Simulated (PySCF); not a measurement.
Related species of one series. Computed with core-valence-separated Tamm–Dancoff BHandHLYP/aug-pcX-1 (pcseg-1 on H, def2-SVPD on Se) in PySCF, non-relativistic, gas phase, PBE0-D3(BJ)/def2-SVP geometry. BHandHLYP without relativity tends to put these K edges a few eV too low, so spacings mean more than positions. One conformer each. Roots within 0.03 eV on the same or equivalent atoms are summed; «strongest» means within the roots computed.

Question: Order them by the first intense line (a tenth or more of the edge's strongest) of the carbon K edge, lowest first.
A. `[F:1][CH:2]([F:3])[C@@H:4]1[CH2:5][CH2:6][Se:7]1`
B. `[CH:1]#[C:2][C@H:3]1[CH2:4][CH2:5][Se:6]1`
C. `[O:1]=[CH:2][O:3][C@@H:4]1[CH2:5][CH2:6][Se:7]1`

Answer: B (283.38 eV), A (284.13 eV), C (284.33 eV).

| SMILES | E (eV) | f | core hole on | site | polarised | strongest line (eV) | its f |
| --- | --- | --- | --- | --- | --- | --- | --- |
| C#C[C@H]1CC[Se]1 | 283.38 | 0.059 | C1 | terminal alkyne carbon | across the triple bond (1s→π*) | 283.63 | 0.073 |
| FC(F)[C@@H]1CC[Se]1 | 284.13 | 0.049 | C6 | sp3 carbon bound to selenium | – | 284.25 | 0.053 |
| O=CO[C@@H]1CC[Se]1 | 284.33 | 0.049 | C6 | sp3 carbon bound to selenium | – | 284.97 | 0.085 |

The range is 0.95 eV. The lines marked π* (up to 283.38 eV) lie below the first intense lines of the neutral species whose SMILES has no multiple bond at carbon (from 284.13 eV).
